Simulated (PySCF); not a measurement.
**Gd⁵¹⁺: fine-structure interval**

Gd⁵¹⁺ [Ne] 3s2 3p1 [3p1/2^1, M_J = 1/2] → Gd⁵¹⁺ [Ne] 3s2 3p1 [3p3/2^1, M_J = 3/2], as a difference of total energies. Calculation: PySCF 2.14, in an uncontracted even-tempered set (18 s from 14 bohr⁻², ratio 2.4; 14 p from 18 bohr⁻², ratio 2.4; 4 d from 59 bohr⁻², ratio 2.6; 4 f from 89 bohr⁻², ratio 2.6); the two-component X2C-1e Hamiltonian. Correlated levels: 1s2 frozen; the 54 highest virtual spinors dropped. "Screened" scales the spin-orbit matrix elements by Boettger's factors to mimic the two-electron term; Breit and QED terms are absent.

```
                    method  fine-structure interval (cm⁻¹)
 GHF (screened spin-orbit)                         1505400
GMP2 (screened spin-orbit)                         1500600
     GHF (bare spin-orbit)                         1557700
```
